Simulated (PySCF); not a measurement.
Gas-phase reaction: NbCl5 + OH = NbOCl3 + H + 2 Cl, at 1800 K and a standard pressure of 1 bar. Level: PBE/def2-TZVP†.

Computed with PySCF and rigid-rotor harmonic-oscillator thermochemistry at 1 bar. † marks an energy on the PBE0/def2-TZVP geometry and frequencies. Open shells (unrestricted): OH (multiplicity 2, electronic degeneracy 4), H (multiplicity 2), Cl (multiplicity 2, electronic degeneracy 6); the rest are closed-shell singlets. Spin-orbit splitting is ignored; it lowers the true energy and changes the entropy of OH, Cl. Nb: scalar-relativistic def2 core potential, no spin-orbit coupling. The harmonic model lacks anharmonicity and excited electronic states, which grow with temperature; levels with a mode under 35 cm⁻¹ are left out. Soft modes under 120 cm⁻¹ make the harmonic entropy rough for NbCl5, NbOCl3.

```json
[
 {"species": "NbCl5", "E (Ha)": "-2357.44222", "H(1800 K) − E (kJ/mol)": "240.2", "S°(1800 K) (J/mol/K)": "634.5"},
 {"species": "OH", "E (Ha)": "-75.68174", "H(1800 K) − E (kJ/mol)": "77.2", "S°(1800 K) (J/mol/K)": "238.1"},
 {"species": "NbOCl3", "E (Ha)": "-1512.55528", "H(1800 K) − E (kJ/mol)": "196.0", "S°(1800 K) (J/mol/K)": "540.3"},
 {"species": "H", "E (Ha)": "-0.49962", "H(1800 K) − E (kJ/mol)": "37.4", "S°(1800 K) (J/mol/K)": "152.1"},
 {"species": "Cl", "E (Ha)": "-459.95843", "H(1800 K) − E (kJ/mol)": "37.4", "S°(1800 K) (J/mol/K)": "205.6"}
]
```
E: electronic energy; H − E holds the zero-point and thermal terms. 1 Ha = 2625.5 kJ/mol.

Q: Work out ΔH°, ΔS°, ΔG° and log10 K from these numbers.

A: 1. ΔE = 1×(-1512.55528) + 1×(-0.49962) + 2×(-459.95843) − 1×(-2357.44222) − 1×(-75.68174) = 0.15220 Ha = 399.6 kJ.
2. Δ(H − E) = 1×(196.0) + 1×(37.4) + 2×(37.4) − 1×(240.2) − 1×(77.2) = -9.2 kJ, so ΔH° = 390.4 kJ.
3. ΔS° = 1×(540.3) + 1×(152.1) + 2×(205.6) − 1×(634.5) − 1×(238.1) = 231.0 J/K; the number of gas molecules changes by +2.
4. ΔG° = ΔH° − TΔS° = 390.4 − 1800×(231.0)/1000 = -25.4 kJ.
5. log10 K = −ΔG°/(RT ln 10) = 0.74, with RT ln 10 = 34.46 kJ/mol; at standard pressures the products are favoured.
6. A shift of 10 kJ in ΔE would move log10 K by 0.29 here.
7. With ΔH° and ΔS° held fixed, ΔG° changes sign near ΔH°/ΔS° = 1690 K.
8. Lowering the total pressure from 1 bar to 0.01 bar multiplies the mole-fraction quotient K_x = K (p/p°)^(−Δn) by 10^4, which pushes the balance towards the products.
For scale, ΔH°(298 K) is 382 kJ at this level, 383 kJ at ωB97M-V/def2-TZVP†, and runs from 254 to 481 kJ over the 17 levels computed.
